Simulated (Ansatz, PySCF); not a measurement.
This PySCF input computes a CCSD(T)/cc-pVDZ energy:

```python
from pyscf import gto, scf, mp, cc as ccmod

mol = gto.M(
    atom='''
    B     0.56760924   -0.06654233    0.01874921
    C    -0.54864150   -1.14501378    0.19347718
    O     0.42484273    1.24175753   -0.21195456
    H    -1.56334642   -0.73171472    0.10845771
    H    -0.43550211   -1.93414676   -0.55431195
    H    -0.45705539   -1.63291642    1.16727539
    H    -0.48903509    1.56751200   -0.28039384
    ''',
    basis='cc-pvdz',
    charge=0,
    spin=1,
    verbose=4,
)

mf = scf.UHF(mol)
mf.conv_tol = 1e-10
mf.max_cycle = 100
mf.kernel()
mo, _, stable, _ = mf.stability(return_status=True)
if not stable:
    mf.kernel(mf.make_rdm1(mo, mf.mo_occ))
mp2 = mp.MP2(mf, frozen=3).run()
cc = ccmod.CCSD(mf, frozen=3)
cc.max_cycle = 100
cc.kernel()
et = cc.ccsd_t()
print(f'E(CCSD(T)) = {cc.e_tot + et:.9f}')
```

Task: Write an input for the same energy in Ansatz (a program for electronic structure) and say what it gives.

Result: 
Ansatz 0.2 input:
```yaml
crystal:
  periodic: [false, false, false]
  atoms:
    - {symbol: B, position_ang: [0.56760924, -0.06654233, 0.01874921]}
    - {symbol: C, position_ang: [-0.54864150, -1.14501378, 0.19347718]}
    - {symbol: O, position_ang: [0.42484273, 1.24175753, -0.21195456]}
    - {symbol: H, position_ang: [-1.56334642, -0.73171472, 0.10845771]}
    - {symbol: H, position_ang: [-0.43550211, -1.93414676, -0.55431195]}
    - {symbol: H, position_ang: [-0.45705539, -1.63291642, 1.16727539]}
    - {symbol: H, position_ang: [-0.48903509, 1.56751200, -0.28039384]}
basis:
  gaussian:
    orbitals: cc-pVDZ
magnetization: {spin_polarized: true, initial_magnetization: 1}
correlation: {method: ccsd_t, electrons: outside_noble_gas}
```
It gives -140.18446 Eh, and PySCF -140.18447 Eh, a difference of 0.01 mEh.

It need not be the lowest isomer of its formula.
